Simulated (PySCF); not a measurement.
# Trend along the second period: MAs cations

CCSD(T) with triple-zeta basis sets in PySCF, for the lowest determinant that a PBE0 search found; no spin–orbit coupling. De refers to high-spin ground-configuration atoms (the charge goes to the atom of lower measured ionisation energy or higher electron affinity, which is not always the lowest computed limit).

| M | basis | reference, frozen orbitals | charged atom | state (unpaired electrons) | Re (Å) | ωe (cm⁻¹) | De (eV) |
| --- | --- | --- | --- | --- | --- | --- | --- |
| Li | pcseg-2 | UHF, 9 | Li+ | quartet (σ ↑, π ↑↑) | 2.731 | 235 | 0.43 |
| Be | def2-TZVP | ROHF, 9 | Be+ | triplet (π ↑↑) | 2.165 | 517 | 2.37 |
| B | def2-TZVPPD | UHF, 10 | B+ | quartet (σ ↑, π ↑↑) | 1.998 | 577 | 2.07 |
| O | def2-TZVPPD | RHF, 10 | As+ | singlet (closed shell) | 1.579 | 1093 | 6.47 |
| F | def2-TZVPPD | UHF, 10 | As+ | doublet (π ↑) | 1.663 | 832 | 4.55 |

The shortest bond is that of AsO⁺ (1.579 Å), the longest that of LiAs⁺ (2.731 Å). AsO⁺ is bound most strongly (6.47 eV) and LiAs⁺ least (0.43 eV).

The rows differ in basis set, which adds steps of its own.

The state changes along the series, so neighbouring rows are not always alike in their bonding.

Correlated steps freeze the inner cores (9 to 10 orbitals); shallow outer-core shells are correlated. UHF and ROHF references stand side by side, which adds small steps between rows. Weak bonds: LiAs⁺. Basis-set superposition, not corrected here, can be much of De in a small basis, most of all at correlated wavefunction levels. Spin–orbit coupling is left out. For an ion De counts to the pair picked by the measured ionisation energies or electron affinities, which need not be the lowest pair at this level. Where the molecule has an RHF reference, its open-shell atoms are computed with UHF. The CCSD T1 diagnostic is raised in AsO⁺, a sign that a single reference may not be enough there. States were picked by a PBE0 search and need not be the measured ground states.
